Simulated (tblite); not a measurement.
C7H9F3.
InChI=1S/C7H9F3/c1-5-2-6(3-5,4-5)7(8,9)10/h2-4H2,1H3/t5-,6-

Computed with GFN2-xTB (tblite): harmonic, unscaled wavenumbers at the GFN2-xTB geometry, gas phase. This tight-binding method is rough: wavenumbers can miss measured ones by several per cent, in bad cases by 10 to 20.

Harmonic wavenumbers (cm⁻¹): 34.4, 116.5, 116.6, 154.9, 274.6, 274.6, 335.2, 387.6, 387.6, 502.6, 502.8, 571.7, 572.4, 652.9, 697.1, 863.1, 863.3, 938.7, 943.1, 985.2, 991.0, 991.1, 1044.8, 1048.9, 1049.0, 1067.4, 1067.5, 1146.4, 1146.5, 1159.2, 1159.3, 1159.4, 1206.6, 1206.9, 1314.9, 1385.5, 1411.6, 1478.7, 1478.9, 1488.5, 1488.6, 1536.4, 3009.4, 3017.6, 3017.8, 3019.5, 3019.7, 3019.9, 3036.3, 3036.3, 3039.1.

A = 2951, B = 849.7, C = 849.6 MHz; mass 150.066 u (most abundant isotopes); point group C3v, symmetry number 3.

Problem. What is the zero-point energy?

Solution. ½Σν̃ = 32209 cm⁻¹ = 92.09 kcal/mol.

Problem. Entropy at 200 K, 1 bar (ideal gas, RRHO, classical rotation)?

Solution. Translation 38.97, rotation 26.03, vibration 16.16: S = 81.2 cal/(mol K).

Problem. And Cp and H(200 K) − H(0)?

Solution. Cp = 26.46 cal/(mol K), of which vibrations give 18.51 (their classical limit is 51 R = 101.3); H(200 K) − H(0) = 3.36 kcal/mol without the zero-point energy, 1.77 from vibrations.

Problem. How do the functions run with temperature in this model?

Solution. 
```
T (K)  S (cal/(mol K))  Cp (cal/(mol K))  H − H(0) (kcal/mol)  G − H(0) (kcal/mol)  ln q(vib)
  100             66.6              16.7                 1.21                -5.46       1.53
  300             93.9              37.5                 6.55               -21.63       5.96
  500            118.1              57.7                16.17               -42.87      10.77
  800            149.6              76.2                36.53               -83.17      18.06
 1000            167.5              83.8                52.58              -114.92      22.69
```

q(vib) and H(0) count from the zero-point level.

Problem. Which modes carry the vibrational entropy at 200 K?

Solution. 34.4 cm⁻¹: 4.77; 116.5 cm⁻¹: 2.40; 116.6 cm⁻¹: 2.39; 154.9 cm⁻¹: 1.87; 274.6 cm⁻¹: 0.93; 274.6 cm⁻¹: 0.93 cal/(mol K); the other 45 give 2.87 together.

Problem. Blend soft modes into free rotors: weight 1/[1 + (100 cm⁻¹/ν̃)⁴] for the oscillator and the rest for a rotor with moment μB/(μ + B), μ = h/(8π²ν), B = 10⁻⁴⁴ kg m². What vibrational entropy results?

Solution. 14.92 cal/(mol K) in place of 16.16, which changes −T·S at 200 K by +0.25 kcal/mol.

Problem. What must be added to the electronic energy to get the Gibbs energy at 200 K and 1 bar?

Solution. ZPE + [H(200 K) − H(0)] − T·S = 92.09 + 3.36 − 16.23 = 79.22 kcal/mol.

Hindered rotation and anharmonicity are outside this model.

The values belong to the conformer `[CH3:1][C@:2]12[CH2:3][C@:4]([C:5]([F:6])([F:7])[F:8])([CH2:9]1)[CH2:10]2`: C3–C4–C5–F6 180°.
